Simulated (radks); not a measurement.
Pr, configuration [Xe] 4f3 6s2.

Method: Dirac Kohn-Sham, Slater X-alpha with alpha = 0.667, spin-unpolarised, spherical densities, finite nucleus; open shells fill j = l - 1/2 first; Fermi nuclear charge, rms radius 4.8919 fm; computed with a radial shooting solver on a logarithmic mesh with Libxc functionals.

Energy parts (eV):
| part | energy |
|---|---|
| total | -251155.42 |
| kinetic | 270172.11 |
| electron-nucleus | -613269.45 |
| Hartree | 97497.04 |
| exchange | -5555.13 |

Orbitals (lengths in bohr, moments of r in powers of bohr; <r^-3> diverges for s and p1/2; r(max) is where P^2 peaks):
1s1/2: occ. 2; eigenvalue (eV) -41729.69; <1/r> 64.63; r(max) 0.01543; <r^2> 0.0007908; small-component weight 4.77e-02
2s1/2: occ. 2; eigenvalue (eV) -6709.946; <1/r> 15.27; r(max) 0.08749; <r^2> 0.01249; small-component weight 1.04e-02
2p1/2: occ. 2; eigenvalue (eV) -6344.658; <1/r> 15.26; r(max) 0.06652; <r^2> 0.009138; small-component weight 1.04e-02
2p3/2: occ. 4; eigenvalue (eV) -5863.058; <1/r> 13.77; r(max) 0.07187; <r^-3> 7504; <r^2> 0.01039; small-component weight 9.79e-03
3s1/2: occ. 2; eigenvalue (eV) -1445.765; <1/r> 5.517; r(max) 0.2496; <r^2> 0.08490; small-component weight 3.20e-03
3p1/2: occ. 2; eigenvalue (eV) -1289.974; <1/r> 5.435; r(max) 0.2362; <r^2> 0.07978; small-component weight 3.15e-03
3p3/2: occ. 4; eigenvalue (eV) -1194.624; <1/r> 5.062; r(max) 0.2478; <r^-3> 1527; <r^2> 0.08725; small-component weight 2.96e-03
3d3/2: occ. 4; eigenvalue (eV) -921.5873; <1/r> 4.932; r(max) 0.1985; <r^-3> 251.7; <r^2> 0.07104; small-component weight 2.85e-03
3d5/2: occ. 6; eigenvalue (eV) -901.0143; <1/r> 4.838; r(max) 0.2018; <r^-3> 228.1; <r^2> 0.07315; small-component weight 2.80e-03
4s1/2: occ. 2; eigenvalue (eV) -285.7884; <1/r> 2.293; r(max) 0.5794; <r^2> 0.4383; small-component weight 9.95e-04
4p1/2: occ. 2; eigenvalue (eV) -227.4995; <1/r> 2.188; r(max) 0.5876; <r^2> 0.4672; small-component weight 9.27e-04
4p3/2: occ. 4; eigenvalue (eV) -206.8407; <1/r> 2.063; r(max) 0.6127; <r^-3> 331.4; <r^2> 0.5091; small-component weight 8.65e-04
4d3/2: occ. 4; eigenvalue (eV) -110.9556; <1/r> 1.841; r(max) 0.6313; <r^-3> 45.26; <r^2> 0.6062; small-component weight 7.15e-04
4d5/2: occ. 6; eigenvalue (eV) -107.3353; <1/r> 1.810; r(max) 0.6396; <r^-3> 40.56; <r^2> 0.6233; small-component weight 6.98e-04
4f5/2: occ. 3; eigenvalue (eV) -0.3218; <1/r> 1.173; r(max) 0.6912; <r^-3> 4.261; <r^2> 2.316; small-component weight 3.30e-04
5s1/2: occ. 2; eigenvalue (eV) -37.8671; <1/r> 0.8826; r(max) 1.351; <r^2> 2.564; small-component weight 2.12e-04
5p1/2: occ. 2; eigenvalue (eV) -22.3386; <1/r> 0.7712; r(max) 1.484; <r^2> 3.330; small-component weight 1.66e-04
5p3/2: occ. 4; eigenvalue (eV) -19.5255; <1/r> 0.7254; r(max) 1.558; <r^-3> 44.50; <r^2> 3.710; small-component weight 1.50e-04
6s1/2: occ. 2; eigenvalue (eV) -2.8113; <1/r> 0.2758; r(max) 3.839; <r^2> 23.87; small-component weight 2.26e-05

The highest occupied level is 4f5/2 at -0.322 eV. The density falls to 0.001 e/bohr^3 at r = 5.40 bohr.
